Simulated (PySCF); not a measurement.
## Calculated data, BH3O2Si, B3H4, B3H2O

Calculation on a computer-drawn molecule: the log of a Hartree-Fock and frozen-core CCSD(T) single point meant for a local Hartree-Fock minimum, with one planted fault or none, to be diagnosed. Offsets are logged minus clean, where the clean run is the same molecule without the fault. The reference is restricted for singlets and unrestricted otherwise, and also for a bond in bohr or an excited solution. Adding or removing an electron swaps singlet and doublet. The excited solution moves the top pair (singlet) or top alpha electron (doublet) to the lowest empty orbital. Highest occupied and lowest empty are orbital energies over both spins, largest force is the largest gradient component, triples share is (T) over the correlation energy, the T1 limit is 0.02 restricted and 0.045 unrestricted, electrons count all cores, a negative frequency is imaginary (commonest isotopes), and the dipole is about the centre of nuclear charge. Program: PySCF 2.14.0.

Common to all runs: meant multiplicity 1; logged SCF converged yes; logged CC converged yes; logged SCF stable within its kind yes; possible faults no fault, one electron removed, one electron added, multiplicity raised by two, geometry at a saddle point, SCF held on an excited solution, minimal basis STO-3G, one bond length entered in bohr, all coordinates scaled.

(1) 
```xyz
7
formula=BH3O2Si meant_charge=0 meant_basis=cc-pV(D+d)Z logged_electrons=38 logged_basis_functions=80 logged_spin_squared=2.0037 logged_highest_occupied=-7.2719 logged_lowest_empty=-0.09379 logged_largest_force=0.023997 logged_T1_diagnostic=0.020723 logged_D1_diagnostic=0.078892 logged_triples_share=0.024378 logged_dipole_magnitude=0.64167 logged_energy_HF=-465.10449 logged_energy_CCSD(T)=-465.65425 planted_fault=multiplicity_raised_by_two HF_energy_offset_from_clean_run=56.26 CCSD(T)_energy_offset_from_clean_run=75.06
B     -2.3984    -2.6360    -0.7405
O     -2.6411    -1.4788    -0.0776
Si    -1.5955    -0.4469     0.7540
O     -2.6825     0.6791     1.2366
H     -1.2809    -3.0826    -0.8014
H     -3.3203    -3.2016    -1.2625
H     -3.5977     0.5822     1.0027
```

Units: logged_highest_occupied, logged_lowest_empty in eV; logged_largest_force in hartree/bohr; logged_dipole_magnitude in debye; logged_energy_HF, logged_energy_CCSD(T) in hartree; HF_energy_offset_from_clean_run, CCSD(T)_energy_offset_from_clean_run in kcal/mol.

Drawn bonds:
```csv
atom,other atom,order
1,2,1
2,3,1
3,4,1
1,5,1
1,6,1
4,7,1
```

(2) 
```xyz
7
formula=B3H4 meant_charge=1 meant_basis=cc-pVDZ logged_electrons=18 logged_basis_functions=62 logged_spin_squared=0 logged_highest_occupied=-17.783 logged_lowest_empty=-5.9495 logged_largest_force=0.038381 logged_T1_diagnostic=0.013921 logged_D1_diagnostic=0.028841 logged_triples_share=0.023806 logged_dipole_magnitude=0.0003524 logged_energy_HF=-75.96207 logged_energy_CCSD(T)=-76.22169 planted_fault=all_coordinates_scaled,by_+8.9_% HF_energy_offset_from_clean_run=19.48 CCSD(T)_energy_offset_from_clean_run=15.42
B     -0.5437    -0.3979    -0.6453
B     -0.1297    -0.5423     1.1822
B      0.2845    -0.6865     3.0096
H     -1.6773    -0.8752    -1.0532
H      0.3216     0.1730    -1.4228
H      0.9045    -1.7510     3.4119
H     -0.0669     0.2842     3.7929
```

Units: logged_highest_occupied, logged_lowest_empty in eV; logged_largest_force in hartree/bohr; logged_dipole_magnitude in debye; logged_energy_HF, logged_energy_CCSD(T) in hartree; HF_energy_offset_from_clean_run, CCSD(T)_energy_offset_from_clean_run in kcal/mol.

Drawn bonds:
```csv
atom,other atom,order
1,2,1
2,3,1
1,4,1
1,5,1
3,6,1
3,7,1
```

(3) 
```xyz
6
formula=B3H2O meant_charge=1 meant_basis=cc-pVDZ logged_electrons=24 logged_basis_functions=66 logged_spin_squared=0.1468 logged_highest_occupied=-15.876 logged_lowest_empty=-6.1934 logged_largest_force=0.026775 logged_T1_diagnostic=0.05257 logged_D1_diagnostic=0.1931 logged_triples_share=0.036096 logged_dipole_magnitude=13.762 logged_energy_HF=-149.62068 logged_energy_CCSD(T)=-150.04839
B      0.8249     0.9508     0.3055
B      1.3825    -1.2924    -2.0051
B      1.6708    -2.4553    -3.2033
O      1.8693    -3.2591    -4.0316
H      0.0482     0.6690     1.1600
H      1.4165     1.9782     0.2191
```

Units: logged_highest_occupied, logged_lowest_empty in eV; logged_largest_force in hartree/bohr; logged_dipole_magnitude in debye; logged_energy_HF, logged_energy_CCSD(T) in hartree.

Drawn bonds:
```csv
atom,other atom,order
1,2,1
2,3,1
3,4,2
1,5,1
1,6,1
```

Notes: T1 above single-reference limit.

Q: Give the missing planted fault for B3H2O (entry 3).
A: one bond length entered in bohr, row 1 of the drawn bonds

Further results for B3H2O (entry 3):

- HF energy offset from clean run: 73.25 kcal/mol
- CCSD(T) energy offset from clean run: 73.59 kcal/mol
